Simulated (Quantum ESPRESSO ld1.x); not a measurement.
Task: The mean radii <r> (bohr) of the occupied orbitals of an atom or ion are listed with their occupations. Method: non-relativistic Kohn-Sham, LDA (Slater exchange, VWN5 correlation), spin-polarised, spherical densities, point nucleus; computed with ld1.x of Quantum ESPRESSO 7.5.

orbital  occ.      <r>
1s          2  0.01847
2s          2  0.07765
2p          6  0.06557
3s          2   0.1954
3p          6   0.1858
3d         10   0.1619
4s          2   0.4272
4p          6   0.4298
4d         10   0.4339
4f         14   0.4442
5s          2   0.9484
5p          6    1.018
5d         10    1.271
6s          2    2.412

Name the element and its charge. Open shells, if any, are filled with parallel spins first.

Result: Z = 82, lead, charge +2: Pb2+ in [Hg]. The 1s radius gives Z: for a bare nucleus <r> = 1.5/Z, 0.01829 bohr for Z = 82, and screening makes it slightly larger (0.01847 here). The occupations add up to 80, and the charge is Z minus that.
